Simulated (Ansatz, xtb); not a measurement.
**Two isomers of BrH5Si3**

Structure I: `[SiH3][SiH2][Si]Br`, a singlet. Structure II: `Br[SiH]1[SiH2][SiH2]1`, a singlet. Both are isolated molecules in the gas phase, relaxed with PBE0-D3(BJ)/def2-SVP; the shapes shown needn't be the lowest conformers.

I (Å):

| atom | x (Å) | y (Å) | z (Å) |
| --- | --- | --- | --- |
| Br | -3.7682 | -0.9604 | -1.0728 |
| Si | 0.1366 | 0.0381 | -0.8249 |
| Si | -0.5998 | -1.9445 | -1.8563 |
| Si | -2.6483 | -1.3970 | -2.9952 |
| H | 1.5489 | -0.0899 | -0.3507 |
| H | 0.0658 | 1.1667 | -1.8059 |
| H | -0.7536 | 0.3528 | 0.3319 |
| H | 0.4541 | -2.4335 | -2.8048 |
| H | -0.8283 | -2.9864 | -0.8035 |

II (Å):

```yaml
atoms:
  - { symbol: Br, position_ang: [-0.7207, -1.2561, -3.6506] }
  - { symbol: Si, position_ang: [-1.0301, -1.1685, -1.4439] }
  - { symbol: Si, position_ang: [-3.1519, -1.6722, -0.6184] }
  - { symbol: Si, position_ang: [-2.3649, 0.5453, -0.5962] }
  - { symbol: H, position_ang: [0.1896, -1.6087, -0.7096] }
  - { symbol: H, position_ang: [-3.2729, -2.4200, 0.6668] }
  - { symbol: H, position_ang: [-4.2214, -1.9962, -1.6046] }
  - { symbol: H, position_ang: [-1.9957, 1.1791, 0.7028] }
  - { symbol: H, position_ang: [-2.9846, 1.4884, -1.5699] }
```

Quicker runs give these differences E(II) − E(I): GFN2-xTB +18.1 kcal/mol; HF/STO-3G +17.8 kcal/mol (at GFN2-xTB geometries); r2SCAN-D4/def2-SVP −11.3 kcal/mol (at GFN2-xTB geometries).

Task: Estimate which is lower in electronic energy at CCSD(T)/def2-SVP + ΔMP2/def2-TZVPP, and by roughly how much.

Result: The CCSD(T)/def2-SVP + ΔMP2/def2-TZVPP calculation puts structure II lower, by 6.8 kcal/mol.

How the difference moves with the method:

```tsv
level	geometry	E(II) − E(I) (kcal/mol)	departure from the last row (kcal/mol)	job, with rough time for the two
GFN2-xTB	GFN2-xTB	+18.1	+24.9	optimisation, 0.42 s
HF/STO-3G	GFN2-xTB	+17.8	+24.6	single point, 0.4 s
r2SCAN-D4/def2-SVP	GFN2-xTB	−11.3	−4.5	single point, 3.6 s
PBE0-D3(BJ)/def2-SVP	PBE0-D3(BJ)/def2-SVP	−10.4	−3.6	optimisation, 92 s
HF/def2-SVP	PBE0-D3(BJ)/def2-SVP	−3.3	+3.5	part of the CCSD(T) run
MP2/def2-SVP	PBE0-D3(BJ)/def2-SVP	−8.4	−1.7	part of the CCSD(T) run
CCSD(T)/def2-SVP	PBE0-D3(BJ)/def2-SVP	−4.8	+1.9	single point
CCSD(T)/def2-SVP + ΔMP2/def2-TZVPP	PBE0-D3(BJ)/def2-SVP	−6.8		single point, 26 s
```

As drawn, II has 1 Si–Si more. Structure I has no ring, II a 3-membered ring.

GFN2-xTB, HF/STO-3G put the two in the other order. The largest departure from CCSD(T)/def2-SVP + ΔMP2/def2-TZVPP is that of GFN2-xTB, 24.9 kcal/mol. The last row adds to CCSD(T) the change of the MP2 difference between the two basis sets, here −1.9 kcal/mol.

With harmonic frequencies from PBE0-D3(BJ)/def2-SVP (ideal gas, rigid rotor, one conformer each, 298.15 K, 1 atm): on the last row, ΔE + ΔZPE = −6.8 kcal/mol. A mode under 50 cm⁻¹ makes harmonic enthalpies and free energies unreliable, so none is given.

The correlated steps freeze 24 core orbitals; the filled d shell of Br is correlated, in a basis made for valence electrons. Codes used: Ansatz 0.2.0, xtb 6.7.1; the last row on 2 threads of Arm Neoverse V2 on a shared host.
